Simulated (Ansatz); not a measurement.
Geometry optimisation, UKS PBE/def2-SVP in Ansatz.

input.yaml

```yaml
crystal:
  periodic: [false, false, false]
  atoms:
    - { symbol: Mo, position_ang: [0.0, 0.0, 0.0] }
    - { symbol: F, position_ang: [0.0, 0.0, 2.02] }
    - { symbol: F, position_ang: [1.77, 0.0, 0.0] }
    - { symbol: F, position_ang: [0.0, 1.77, 0.0] }
    - { symbol: F, position_ang: [-1.77, 0.0, 0.0] }
    - { symbol: F, position_ang: [0.0, -1.77, 0.0] }
    - { symbol: F, position_ang: [0.0, 0.0, -1.77] }
    - { symbol: Cl, position_ang: [0.0, 0.0, 3.82] }
magnetization:
  spin_polarized: true
  initial_magnetization: 1
basis:
  gaussian: { orbitals: def2-SVP }
hamiltonian:
  xc: pbe
relax:
  f_tol: 0.15
  max_steps: 25
  restrain:
    - { distance: [1, 7], at: 1.5, k: 30.0 }
    - { distance: [0, 1], at: 2.97, k: 30.0 }
```

Command:

```bash
$ ansatz run input.yaml --threads 4 --pin off --max-ram 5120MiB --backend cpu --events-out ev --progress --plain --runs-dir out
```

**Question.** Where does it end, and by what steps?

**Answer.** The run converged. The restraints hold the end off the free minimum; the threshold counts their pulls, which the force column leaves out. Restrained pairs: F2–Cl8 (1.80 → 1.59 Å), Mo1–F2 (2.02 → 2.96 Å). After 12 steps the energy has fallen by 0.009 eV (the restraints' own energy left out); F2 moved furthest, 0.79 Å.

```tsv
step	energy less start (eV)	largest force component (eV/Å)	accepted
0	0.0000	6.075	yes
1	0.2067	3.767	yes
2	0.8244	6.295	yes
3	0.2708	4.080	yes
4	0.1318	2.521	yes
5	0.0304	1.657	no
6	0.1015	2.693	yes
7	0.0673	2.637	yes
8	-0.0083	2.013	yes
9	-0.0433	1.778	yes
10	-0.0105	2.104	yes
11	0.0029	2.166	yes
12	-0.0088	2.080	yes
```

```xyz
8
Properties=species:S:1:pos:R:3
Mo -0.001 0.002 -0.353
F 0.412 -0.413 2.551
F 1.839 0.093 -0.115
F -0.001 1.735 0.336
F -1.734 0.001 0.336
F -0.093 -1.839 -0.115
F 0.017 -0.017 -2.167
Cl -0.438 0.439 3.598
```

Time of the run: 110 s on 4 threads of Arm Neoverse V1 (shared host), peak memory 0.42 GiB.
